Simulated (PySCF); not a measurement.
## Xe (xenon, neutral) across methods

[Kr] 4d10 5s1 5p6 6p1, high-spin 3P determinant (an excited configuration). Calculation: PySCF 2.14, in aug-cc-pVTZ-PP with ECP28MDF; scalar relativity through the core potential. The B2PLYP total includes its PT2 part (frozen core); its orbital energies are those of the SCF part.

| method | E (hartree) | mean ε 5p α (eV) | mean ε 5p β (eV) | mean ε 6p α (eV) | Σ⟨r²⟩ (bohr²) | ⟨S²⟩ |
| --- | --- | --- | --- | --- | --- | --- |
| wB97M-V | -328.4847 | -16.765 | -15.436 | -1.409 | 87.16 | 2.002 |
| PBE | -328.5259 | -13.090 | -12.344 | -0.778 | 87.74 | 2.001 |
| CAM-B3LYP | -328.5103 | -15.855 | -14.563 | -1.436 | 87.65 | 2.002 |
| PBE0 | -328.5296 | -14.585 | -13.321 | -1.083 | 87.88 | 2.002 |
| LDA | -328.0892 | -13.190 | -12.527 | -0.683 | 87.16 | 2.000 |
| r2SCAN0 | -328.5999 | -14.937 | -13.485 | -1.021 | 87.95 | 2.006 |
| B2PLYP | -328.2447 | -15.804 | -13.941 | -1.168 | 88.24 | 2.005 |
| UHF | -327.38939 | -18.107 | -14.990 | -1.629 | 89.08 | 2.012 |

(1) Estimate the same row for r2SCAN.

Energies and moments cover only the electrons outside the core potential. The outer electron is Rydberg-like, and this basis confines it to a smaller radius and binds it less than a complete one would.

## Answers

(1) E (hartree) = -328.6436; mean ε 5p α (eV) = -13.613; mean ε 5p β (eV) = -12.620; mean ε 6p α (eV) = -0.734; Σ⟨r²⟩ (bohr²) = 87.94; ⟨S²⟩ = 2.004.
